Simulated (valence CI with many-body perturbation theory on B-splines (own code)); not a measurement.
**Which ion has this spectrum?**

A relativistic CI+MBPT calculation for an atom or ion with 24 electrons gives these levels (cm⁻¹):

```
J  Parity       E     g
4    even       0  1.23
2    even   68296  1.25
0    even  230180      
3    even  667336  1.33
4    even  675936  1.18
1    even  710395  1.25
6    even  741443  1.10
5    even  742922  1.12
2    even  804787  0.99
3    even  817515  1.06
0    even  894695      
4    even  937523  1.05
1    even  946173  1.23
2    even  947424  1.11
```

The energies are calculated, and their last digits are not significant.

Question: Which is it?
A. Au55+
B. Os52+
C. Ir53+
D. Pt54+

Answer: D. Pt54+, ground level (3d3/2^4 3d5/2^2) J=4.
